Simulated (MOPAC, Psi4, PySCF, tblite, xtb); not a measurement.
Dimer H4OSi ··· H4OSi (SMILES O[SiH3] and O[SiH3]) at R = 3.87 Å between the centres of mass, closest contact 1.85 Å (lowest of the rigid-body minima from ten starts at GFN2-xTB). Geometry in Å and degrees:

```
O
H 1 0.9599
Si 1 1.6525 2 118.64
H 3 1.4758 1 105.85 2 179.97
H 3 1.4842 4 109.87 1 -120.66
H 3 1.4842 4 109.86 5 -118.68
H 1 1.8523 2 120.22 3 -168.92
O 7 0.9599 2 160.70 1 -169.34
Si 8 1.6525 7 118.64 2 168.17
H 9 1.4758 8 105.85 7 179.97
H 9 1.4842 10 109.87 8 -120.66
H 9 1.4842 10 109.86 11 -118.68
```

GFN2-xTB (tblite); SAPT0/jun-cc-pVDZ, frozen core (Psi4); PBE/def2-TZVP, counterpoise-corrected (Psi4); PBE-D3(BJ)/def2-TZVP, counterpoise-corrected (Psi4); HF/aug-cc-pVDZ, counterpoise-corrected (Psi4); MP2/aug-cc-pVDZ = DF-MP2/aug-cc-pVDZ, frozen core, counterpoise-corrected (Psi4); SCS-MP2/aug-cc-pVDZ = DF-SCS-MP2/aug-cc-pVDZ, frozen core, counterpoise-corrected in Psi4; PM6, restricted, heats of formation (MOPAC); PM7, restricted, heats of formation (MOPAC); GFN1-xTB (xtb); RKS-B3LYP/6-31G* = restricted B3LYP/6-31G*, spherical d, no counterpoise correction run with PySCF 2.14.0; RKS-M06-2X/6-31G* = restricted M06-2X/6-31G*, spherical d, no counterpoise correction in PySCF 2.14.0; RKS-B3LYP/6-311+G** = restricted B3LYP/6-311+G**, spherical d, no counterpoise correction in PySCF; RHF/6-31G* = PySCF with restricted Hartree-Fock/6-31G*, spherical d, no counterpoise correction.

Task: What interaction energy does each level give?

Result: 
```
method                E_int / kcal/mol
--------------------  ----------------
RKS-M06-2X/6-31G*                -7.39
RKS-B3LYP/6-31G*                 -6.27
GFN2-xTB                         -6.03
PBE-D3(BJ)/def2-TZVP             -6.00
SAPT0/jun-cc-pVDZ                -5.58
RKS-B3LYP/6-311+G**              -5.43
RHF/6-31G*                       -4.90
PBE/def2-TZVP                    -4.59
MP2/aug-cc-pVDZ                  -4.55
GFN1-xTB                         -4.31
PM7                              -3.98
SCS-MP2/aug-cc-pVDZ              -3.81
PM6                              -3.36
HF/aug-cc-pVDZ                   -2.54
```
